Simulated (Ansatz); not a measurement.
Strength of the In–H bond: C2H8InN → C2H7InN + H

Species: C2H8InN `C[N](C)[InH2]`, singlet; C2H7InN `C[N](C)[InH]`, doublet; H atom, doublet. 

Shapes, held fixed at every level: PBE0-D4/def2-TZVP. Flexible molecules stand in one conformer, not always the lowest. Programs: Ansatz 0.2.0. Electronic energies: no zero-point or thermal term.

Problem. Estimate ΔE of this reaction.

Solution. The highest level, CCSD(T)/def2-TZVPP, gives ΔE = +317.5 kJ/mol; the levels span +298.6 to +324.8. The column of differences is taken from that level and isn't an error. No measured value is set beside it here. Open shells run unrestricted unless RO is named. For atoms past krypton def2 sets carry core potentials with scalar relativity. Correlated rows may include outer-core shells of In, which these sets cover unevenly.

```json
{"level": "PBE-D4/def2-TZVPP", "kind": "GGA", "ΔE (kJ/mol)": "+298.6", "less CCSD(T)/def2-TZVPP": "-18.9"}
{"level": "PBE0-D4/def2-TZVPP", "kind": "global hybrid", "ΔE (kJ/mol)": "+303.1", "less CCSD(T)/def2-TZVPP": "-14.4"}
{"level": "wB97M-V/def2-TZVPP", "kind": "range-separated hybrid", "ΔE (kJ/mol)": "+320.9", "less CCSD(T)/def2-TZVPP": "+3.4"}
{"level": "wB97X-V/def2-TZVPP", "kind": "range-separated hybrid", "ΔE (kJ/mol)": "+324.8", "less CCSD(T)/def2-TZVPP": "+7.3"}
{"level": "MP2/def2-TZVPP", "kind": "perturbation theory", "ΔE (kJ/mol)": "+306.6", "less CCSD(T)/def2-TZVPP": "-10.9"}
{"level": "CCSD/def2-TZVPP", "kind": "coupled cluster or CI", "ΔE (kJ/mol)": "+316.6", "less CCSD(T)/def2-TZVPP": "-0.9"}
{"level": "CCSD(T)/def2-TZVPP", "kind": "coupled cluster or CI", "ΔE (kJ/mol)": "+317.5", "less CCSD(T)/def2-TZVPP": "0.0"}
```
